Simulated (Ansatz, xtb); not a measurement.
**Isomers of C2H9BO2 in order of energy**

6 gas-phase structures of C2H9BO2, from a drawn sample of its isomers (lower ones may exist). Each was relaxed with GFN2-xTB; where two conformers were screened, the lower at r2SCAN-D4/def2-SVP is listed:

A. a singlet given by its coordinates
B. `COC[BH2-][OH2+]`, a singlet
C. `OCC[BH2-][OH2+]`, a singlet
D. `[BH3-][OH+]CCO`, a singlet
E. `C[C@H](O)[BH2-][OH2+]`, a singlet
F. `[BH3-][O+](C)CO`, a singlet

A (Å):

```xyz
14

C     0.1570   -1.5261    0.5229
C     0.6720    2.1273   -0.6675
B     0.4658   -0.4994   -0.6805
O     0.1509    1.0168    0.0431
O     0.4421    3.3028    0.0222
H    -0.8568   -1.4238    0.9069
H     0.8403   -1.4138    1.3666
H     0.2591   -2.5515    0.1765
H    -0.2983   -0.5257   -1.5849
H     1.6108   -0.4357   -1.0048
H     0.5910    0.9280    0.9014
H     0.1855    2.1003   -1.6500
H     1.7576    2.0412   -0.7948
H    -0.5038    3.4937    0.0506
```

Close contacts (Å): C1–B3 1.61, C2–O4 1.42, C2–O5 1.38, B3–O4 1.71, C1–H6 1.09, C1–H7 1.09, C1–H8 1.09, C2–H12 1.10, C2–H13 1.10, B3–H9 1.18, B3–H10 1.19, O4–H11 0.97, O5–H14 0.97.

Which do you expect lowest at r2SCAN-D4/def2-SVP, and how would the others follow?

Calculated order at r2SCAN-D4/def2-SVP: C (0.0), E (2.5), A (11.0), B (12.3), D (22.4), F (25.4) kcal/mol.

Energies above the lowest of each column, in kcal/mol; the last columns are at PBE0-D4/def2-SVP geometries and were run for some of them only (a dash: not run or not comparable):

| structure | GFN2-xTB | HF/STO-3G | r2SCAN-D4/def2-SVP | PBE0-D4/def2-SVP | CCSD(T)/def2-SVP + ΔMP2/def2-TZVPP |
| --- | --- | --- | --- | --- | --- |
| C | 0.0 | 0.0 | 0.0 | 0.0 | 0.0 |
| E | 1.5 | 4.7 | 2.5 | 2.1 | 2.1 |
| A | 6.1 | 7.3 | 11.0 | 12.1 | 10.4 |
| B | 4.3 | 3.0 | 12.3 | – | – |
| D | 5.4 | 15.0 | 22.4 | – | – |
| F | 2.7 | 11.7 | 25.4 | – | – |

Every level run on C puts it lowest or level with the lowest. Some further structures that were screened fall inside this span and aren't listed. Flexible structures stand in one conformer each, not always the lowest. Frequencies (GFN2-xTB) were run for A, C, E alone. ΔMP2 is the change of the MP2 energy from the smaller to the larger basis.

Over these structures GFN2-xTB departs from r2SCAN-D4/def2-SVP by 7.3 kcal/mol on average once a common shift is removed. A GFN2-xTB relaxation took about 0.15 s and the r2SCAN-D4/def2-SVP energy about 0.99 s on a shared host (Ansatz 0.2.0, xtb 6.7.1).
